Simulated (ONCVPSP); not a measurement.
## Logarithmic derivatives: fluorine (F), ONCV

* Element: F (Z = 9)
* Generator: ONCVPSP 4.0.1
* Type: optimised norm-conserving Vanderbilt (ONCV)
* Functional: LDA (Perdew-Zunger)
* Relativity: scalar-relativistic
* Frozen core: [He]
* Valence charge: 7
* Reference configuration: 2s2 2p5
* Partial waves: 2s: rc 0.55 bohr, ncon 3, nbas 7, qcut 9.6 1/bohr, 1 projector; 2p: rc 1.15 bohr, ncon 4, nbas 7, qcut 14.8 1/bohr, 3 projectors, debl 0.4 Ha; d scattering state at 0.1 Ha: rc 1.25 bohr, ncon 5, nbas 9, qcut 7.4 1/bohr, 2 projectors, debl 0.3 Ha
* Local potential: polynomial inside 0.45 bohr (lpopt 5, dvloc0 6 Ha)
* Core correction: Teter function, fcfact 4.75, rcfact 1.4

In the p channel the program set the typed energies aside and used -0.415, 0.250, 0.650 Ha.

The phase is arctan(r·R′/R) of the radial function R(r), unwrapped; energies in Ha, scanned from -3 to 5 Ha. A pole is an energy at which the radial function vanishes at the test radius. The pseudo phase is shifted by a multiple of π to meet the all-electron one at the reference energy, and phase errors are pseudo minus all-electron; the curves can meet again beyond the range given. Levels narrower than the energy grid can be missing from the lists of poles.

Q: For each channel, where are the poles, and over which energies does the pseudopotential scatter like the atom?

A:

```tsv
channel	radius (bohr)	reference energy (Ha)	poles, all-electron	poles, pseudo	unbroken range about the reference energy with phases within 0.05 rad	phase error 1 Ha above the reference energy (rad)
s	0.56	-1.09	none	none	the whole range	-0.002
p	1.16	-0.42	1.14	1.14	the whole range	+0.000
d	1.27	0.10	none	none	the whole range	+0.000
```

Phases in the p channel:

```json
{"E (Ha)": "-2.98", "all-electron": "0.913", "pseudo": "0.913"}
{"E (Ha)": "-2.76", "all-electron": "0.856", "pseudo": "0.856"}
{"E (Ha)": "-2.54", "all-electron": "0.784", "pseudo": "0.784"}
{"E (Ha)": "-2.32", "all-electron": "0.694", "pseudo": "0.694"}
{"E (Ha)": "-2.10", "all-electron": "0.579", "pseudo": "0.579"}
{"E (Ha)": "-1.88", "all-electron": "0.431", "pseudo": "0.431"}
{"E (Ha)": "-1.66", "all-electron": "0.240", "pseudo": "0.240"}
{"E (Ha)": "-1.44", "all-electron": "0.005", "pseudo": "0.005"}
{"E (Ha)": "-1.22", "all-electron": "-0.259", "pseudo": "-0.259"}
{"E (Ha)": "-1.00", "all-electron": "-0.523", "pseudo": "-0.523"}
{"E (Ha)": "-0.78", "all-electron": "-0.755", "pseudo": "-0.755"}
{"E (Ha)": "-0.56", "all-electron": "-0.944", "pseudo": "-0.944"}
{"E (Ha)": "-0.34", "all-electron": "-1.092", "pseudo": "-1.092"}
{"E (Ha)": "-0.12", "all-electron": "-1.208", "pseudo": "-1.208"}
{"E (Ha)": "0.10", "all-electron": "-1.301", "pseudo": "-1.301"}
{"E (Ha)": "0.32", "all-electron": "-1.376", "pseudo": "-1.376"}
{"E (Ha)": "0.54", "all-electron": "-1.439", "pseudo": "-1.439"}
{"E (Ha)": "0.76", "all-electron": "-1.492", "pseudo": "-1.492"}
{"E (Ha)": "0.98", "all-electron": "-1.540", "pseudo": "-1.540"}
{"E (Ha)": "1.20", "all-electron": "-1.582", "pseudo": "-1.582"}
{"E (Ha)": "1.42", "all-electron": "-1.621", "pseudo": "-1.621"}
{"E (Ha)": "1.64", "all-electron": "-1.659", "pseudo": "-1.659"}
{"E (Ha)": "1.86", "all-electron": "-1.695", "pseudo": "-1.695"}
{"E (Ha)": "2.08", "all-electron": "-1.730", "pseudo": "-1.730"}
{"E (Ha)": "2.30", "all-electron": "-1.767", "pseudo": "-1.767"}
{"E (Ha)": "2.52", "all-electron": "-1.805", "pseudo": "-1.805"}
{"E (Ha)": "2.74", "all-electron": "-1.845", "pseudo": "-1.845"}
{"E (Ha)": "2.96", "all-electron": "-1.889", "pseudo": "-1.889"}
{"E (Ha)": "3.18", "all-electron": "-1.938", "pseudo": "-1.938"}
{"E (Ha)": "3.40", "all-electron": "-1.994", "pseudo": "-1.994"}
{"E (Ha)": "3.62", "all-electron": "-2.058", "pseudo": "-2.058"}
{"E (Ha)": "3.84", "all-electron": "-2.135", "pseudo": "-2.135"}
{"E (Ha)": "4.06", "all-electron": "-2.229", "pseudo": "-2.228"}
{"E (Ha)": "4.28", "all-electron": "-2.344", "pseudo": "-2.343"}
{"E (Ha)": "4.50", "all-electron": "-2.486", "pseudo": "-2.486"}
{"E (Ha)": "4.72", "all-electron": "-2.662", "pseudo": "-2.661"}
{"E (Ha)": "4.94", "all-electron": "-2.871", "pseudo": "-2.870"}
```
